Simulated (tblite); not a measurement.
Compound: C₁₅H₁₆BNS.
SMILES with atom numbers: `[CH3:1][S:2][c:3]1[cH:4][cH:5][c:6]2[c:7]([cH:8]1)[B:9]([CH3:10])[c:11]1[cH:12][cH:13][cH:14][cH:15][c:16]1[N:17]2[CH3:18]` (hydrogens: H19, H20, H21 on C1; H22 on C4; H23 on C5; H24 on C8; H25, H26, H27 on C10; H28 on C12; H29 on C13; H30 on C14; H31 on C15; H32, H33, H34 on C18)

Computed with GFN2-xTB (tblite), gas phase: L-BFGS steps from a force-field or distance-geometry start until the largest atomic force falls under 0.01 eV/Å.

Step 3: E = -1297.1614 eV
```
atom  x, y, z in Å  |  force x, y, z in eV/Å
C1      5.8647    0.6364   -0.1511   -0.458   0.191   0.088
S2      4.3705    1.7226    0.0052   -0.027  -0.050   0.059
C3      2.8640    0.7503   -0.0037   -0.006  -0.008  -0.026
C4      2.8621   -0.6311   -0.1160   -0.051  -0.069   0.018
C5      1.6914   -1.3632   -0.1149   -0.046  -0.091   0.037
C6      0.4218   -0.7611   -0.0077    0.061  -0.092   0.085
C7      0.4227    0.6551    0.1110    0.228  -0.002   0.004
C8      1.6315    1.3712    0.1059    0.135   0.022   0.021
B9     -0.8988    1.4208    0.1699   -0.007  -0.104  -0.296
C10    -0.9845    2.9536   -0.1710   -0.118   0.013   0.011
C11    -2.1349    0.5362    0.2270   -0.093  -0.023  -0.011
C12    -3.4003    1.1395    0.3313   -0.007   0.001   0.068
C13    -4.5609    0.4133    0.3330   -0.061  -0.102  -0.010
C14    -4.4572   -0.9650    0.2148    0.095  -0.049   0.012
C15    -3.2322   -1.5934    0.1027    0.029  -0.076   0.044
C16    -2.0196   -0.8745    0.1046   -0.021  -0.059   0.041
N17    -0.7703   -1.5032   -0.0224   -0.014   0.419  -0.053
C18    -0.7135   -2.9581   -0.1807    0.000   0.294   0.180
H19     5.6957   -0.3594    0.2311   -0.147  -0.074   0.058
H20     6.1819    0.6112   -1.1832   -0.087  -0.061  -0.222
H21     6.6330    1.1164    0.4403    0.005   0.135   0.111
H22     3.8155   -1.1225   -0.1961   -0.019  -0.364  -0.062
H23     1.8147   -2.4316   -0.1903   -0.081  -0.063   0.032
H24     1.5802    2.4511    0.1943    0.072  -0.223   0.003
H25    -1.9739    3.2593   -0.4994    0.009   0.119   0.128
H26    -0.6686    3.6100    0.6320   -0.002   0.077   0.090
H27    -0.3250    3.1275   -1.0049    0.297   0.270  -0.282
H28    -3.4680    2.2179    0.4234    0.135  -0.204   0.021
H29    -5.5349    0.8788    0.4169    0.128  -0.002   0.001
H30    -5.3734   -1.5329    0.2209    0.048  -0.283  -0.044
H31    -3.2543   -2.6675    0.0231    0.060  -0.078   0.044
H32    -1.5757   -3.3294   -0.7228   -0.185   0.120  -0.013
H33    -0.6606   -3.4747    0.7876   -0.064   0.203  -0.052
H34     0.1434   -3.2740   -0.7638    0.193   0.215  -0.084
```

Step 4: E = -1297.1947 eV
```
atom  x, y, z in Å  |  force x, y, z in eV/Å
C1      5.8569    0.6386   -0.1502   -0.343   0.183   0.028
S2      4.3734    1.7310    0.0084   -0.176  -0.204   0.043
C3      2.8670    0.7463   -0.0061   -0.017   0.021   0.015
C4      2.8616   -0.6372   -0.1147    0.012  -0.080  -0.013
C5      1.6873   -1.3686   -0.1149    0.062  -0.019   0.075
C6      0.4204   -0.7597   -0.0031    0.150  -0.070   0.037
C7      0.4245    0.6569    0.1150    0.181  -0.012  -0.089
C8      1.6343    1.3693    0.1059    0.175  -0.024   0.029
B9     -0.8990    1.4248    0.1512    0.031  -0.308  -0.076
C10    -0.9830    2.9543   -0.1734    0.067   0.078  -0.088
C11    -2.1344    0.5360    0.2303   -0.041   0.036  -0.108
C12    -3.3987    1.1363    0.3332   -0.205  -0.081   0.066
C13    -4.5640    0.4089    0.3315    0.160  -0.026   0.024
C14    -4.4544   -0.9701    0.2157   -0.070  -0.037   0.005
C15    -3.2295   -1.5973    0.1039    0.044  -0.099   0.050
C16    -2.0193   -0.8725    0.1057   -0.066  -0.117   0.043
N17    -0.7712   -1.4955   -0.0257   -0.006   0.337  -0.009
C18    -0.7131   -2.9473   -0.1792   -0.011   0.221  -0.028
H19     5.6914   -0.3587    0.2317   -0.169  -0.039   0.064
H20     6.1760    0.6091   -1.1845   -0.109  -0.045  -0.145
H21     6.6262    1.1191    0.4409    0.019   0.110   0.090
H22     3.8156   -1.1361   -0.1985   -0.137  -0.275  -0.045
H23     1.8136   -2.4389   -0.1894   -0.108   0.025   0.038
H24     1.5817    2.4480    0.1951    0.093  -0.183  -0.003
H25    -1.9678    3.2622   -0.4910   -0.194   0.171   0.003
H26    -0.6725    3.6100    0.6299    0.065   0.075   0.158
H27    -0.3201    3.1351   -1.0074    0.216   0.270  -0.212
H28    -3.4621    2.2134    0.4245    0.092  -0.152   0.026
H29    -5.5344    0.8818    0.4177    0.127  -0.052  -0.013
H30    -5.3713   -1.5432    0.2191    0.128  -0.217  -0.039
H31    -3.2531   -2.6744    0.0245    0.078   0.033   0.052
H32    -1.5763   -3.3226   -0.7176   -0.169   0.133  -0.057
H33    -0.6640   -3.4653    0.7808   -0.027   0.135   0.160
H34     0.1450   -3.2640   -0.7621    0.149   0.216  -0.082
```

Q: Estimate the geometry and energy of step 5. (The exact step hangs on the optimiser's Hessian estimate; all steps are aligned on step 4, rigid shifts and turns removed.)

A: E = -1297.2362 eV, largest force 0.443 eV/Å
```
atom  x, y, z in Å  |  force x, y, z in eV/Å
C1      5.8415    0.6445   -0.1492   -0.064   0.056  -0.020
S2      4.3731    1.7385    0.0136   -0.331  -0.293   0.025
C3      2.8716    0.7401   -0.0091    0.000  -0.030   0.063
C4      2.8617   -0.6466   -0.1133    0.056  -0.089  -0.046
C5      1.6835   -1.3764   -0.1132    0.175   0.085   0.117
C6      0.4217   -0.7572    0.0039    0.178  -0.062  -0.037
C7      0.4300    0.6584    0.1183    0.068  -0.014  -0.185
C8      1.6407    1.3656    0.1065    0.165  -0.070   0.031
B9     -0.8982    1.4238    0.1248    0.079  -0.316   0.160
C10    -0.9776    2.9573   -0.1796    0.148   0.119  -0.146
C11    -2.1350    0.5358    0.2323    0.001   0.065  -0.203
C12    -3.4003    1.1290    0.3368   -0.110   0.012   0.045
C13    -4.5642    0.4027    0.3301    0.084  -0.091   0.072
C14    -4.4530   -0.9782    0.2169   -0.028  -0.053  -0.016
C15    -3.2247   -1.6044    0.1066   -0.112  -0.024   0.071
C16    -2.0208   -0.8704    0.1081   -0.031  -0.115   0.029
N17    -0.7726   -1.4809   -0.0302    0.032   0.130   0.037
C18    -0.7129   -2.9287   -0.1796   -0.023   0.037  -0.161
H19     5.6821   -0.3579    0.2336   -0.183   0.089   0.042
H20     6.1652    0.6054   -1.1876   -0.158  -0.009   0.012
H21     6.6165    1.1244    0.4428   -0.043   0.041   0.002
H22     3.8123   -1.1596   -0.2027   -0.224  -0.155  -0.025
H23     1.8099   -2.4484   -0.1874   -0.123   0.098   0.048
H24     1.5857    2.4412    0.1962    0.122  -0.082  -0.006
H25    -1.9642    3.2698   -0.4800   -0.251   0.175  -0.116
H26    -0.6764    3.6112    0.6301    0.131   0.000   0.161
H27    -0.3106    3.1506   -1.0134    0.083   0.257  -0.099
H28    -3.4525    2.2052    0.4266    0.009  -0.092   0.034
H29    -5.5315    0.8848    0.4186    0.141  -0.123  -0.029
H30    -5.3654   -1.5611    0.2159    0.142  -0.145  -0.029
H31    -3.2500   -2.6832    0.0275    0.097   0.104   0.061
H32    -1.5796   -3.3102   -0.7113   -0.096   0.165  -0.101
H33    -0.6690   -3.4500    0.7755    0.018   0.115   0.276
H34     0.1493   -3.2458   -0.7608    0.048   0.215  -0.064
```

The energy changes by -0.0415 eV. The first-order estimate −F·Δx gives -0.0586 eV and the mean of the old and new forces, exact on a quadratic surface, -0.0414 eV. The step makes an angle of 51° with the force vector and moves no atom by more than 0.026 Å.

The cost below is that of the whole relaxation. Time: 2.8 s wall, 5.6 s CPU. Hardware: Intel Xeon 6975P-C, 2 threads, no GPU (shared host).
